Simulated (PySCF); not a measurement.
Polarisability and C₆ of Pb⁶⁸⁺ (lead, charge +68)

[Ne] 3s2 3p2, high-spin 3P determinant. Computed with PySCF 2.14 in an even-tempered Gaussian basis (17 s from 21 bohr⁻², ratio 2.5; 12 p from 27 bohr⁻², ratio 2.5; 4 d from 100 bohr⁻², ratio 2.7; 4 f from 150 bohr⁻², ratio 2.7), with scalar relativity by spin-free X2C-1e. Coupled (time-dependent) response in atomic units; α is the mean over directions.

```json
{"method": "UHF", "mean α (bohr³)": "0.001204", "α xx, yy, zz": "0.001559, 0.001026, 0.001026", "C₆ (like pair)": "3.269e-05", "S(−4)": "1.722e-06"}
{"method": "PBE0", "mean α (bohr³)": "0.001192", "α xx, yy, zz": "0.001546, 0.001015, 0.001015", "C₆ (like pair)": "3.223e-05", "S(−4)": "1.692e-06"}
```

S(−4) is the Cauchy moment in α(ω) = α(0) + S(−4) ω² + …

Spin-orbit coupling is absent.

α(iu) at PBE0:

| u (hartree) | α(iu) (bohr³) |
| --- | --- |
| 0 | 0.001192 |
| 3.00 | 0.001177 |
| 6.00 | 0.001134 |
| 12.0 | 0.0009946 |
| 18.0 | 0.0008319 |
| 24.0 | 0.0006842 |
| 30.0 | 0.0005636 |
| 45.0 | 0.0003659 |
| 60.0 | 0.0002597 |
| 90.0 | 0.0001607 |
| 150 | 9.332e-05 |

For an ion, C₆ is the dispersion term alone; charge-induced terms of lower order in 1/R come first.

The components differ because the open shell of this determinant is not spherical; for a pure term their mean is the scalar polarisability.

Spin-orbit coupling is strong in this species (close to jj coupling), so the high-spin LS determinant is a model state, not a physical level.
